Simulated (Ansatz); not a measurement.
Total energies of GaO3 from Ansatz at PBE-D4/def2-TZVP, gas phase (1 Eh = 27.2114 eV = 2625.5 kJ/mol). The reference geometry is relaxed at r2SCAN-D4/def2-TZVP.

```tsv
atom	x (Å)	y (Å)	z (Å)
Ga1	0.4643	-0.1395	0.0538
O2	2.0374	-0.6115	0.2385
O3	-1.0947	0.9947	0.1082
O4	-1.4070	-0.2437	-0.4005
```

| state | geometry | energy (Eh) |
| --- | --- | --- |
| charge 0 doublet | reference | -2149.97663 |
| charge 1 triplet | reference | -2149.60631 |
| charge 0 quartet | relaxed at r2SCAN-D4/def2-TZVP | -2149.95221 |
| free Ga atom (doublet) | – | -1924.51515 |
| free O atom (triplet) | – | -75.00967 |

The structure holds one bond between oxygen atoms, so isomers without such links may lie far lower.

Problem. Work out the vertical ionisation energy to the triplet.

Solution. E(charge 1 triplet) − E(charge 0 doublet) = -2149.60631 − (-2149.97663) = 0.37032 Eh = 10.08 eV. For comparison, −ε of the highest occupied level of the spin that leaves is 6.47 eV at this level, 3.61 eV less.

Problem. Which of the charge 0 states is lowest, and how far above it are the others?

Solution. The doublet. quartet: -2149.95221 − (-2149.97663) = 0.02442 Eh = 64.1 kJ/mol. The quartet has fallen apart, so its energy is that of loose fragments and no spin gap. The quartet differs in its bonds from the reference.

Problem. What is the binding energy per atom against free atoms?

Solution. Atoms: 1 × (-1924.51515) + 3 × (-75.00967) = -2149.54416 Eh. Binding: -2149.54416 − (-2149.97663) = 0.43247 Eh = 11.77 eV, or 2.94 eV for each of 4 atoms (no zero-point energy, no counterpoise term).

At PBE-D4/def2-TZVP the gap within one spin of the charge 0 doublet nearly closes, so an electron or hole may be smeared out by delocalisation error. 

The structure comes from a short search, and lower isomers may exist.
